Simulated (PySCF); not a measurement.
# Correlation energy of C (carbon, neutral)

[He] 2s2 2p2, high-spin 3P determinant. All numbers are calculated (PySCF 2.14, no relativity, point nucleus, in aug-cc-pVDZ). Frozen: 1s2; 4 electrons correlated.

MP2 pair energies summed by pair of shells (mhartree):

```
 pair  energy  share (%)
2s-2p  -31.74       59.1
2s-2s  -16.11       30.0
2p-2p   -5.85       10.9
```

Total MP2 correlation energy: -53.70 mhartree.

Same-spin part -9.80 and opposite-spin part -43.90 mhartree; SCS-MP2 scales them by 1/3 and 6/5 to -55.95 mhartree.

```
  level  correlation energy (mhartree)
   CCSD                         -75.84
    (T)                          -1.26
CCSD(T)                         -77.10
```

Diagnostics: T1 = 0.0096, D1 = 0.0172, largest double amplitude 0.078.

Q: Is a single reference adequate?

A: Mostly. T1 lies below 0.03, but a double amplitude of this size points to a near-degeneracy that CCSD handles and MP2 describes poorly.
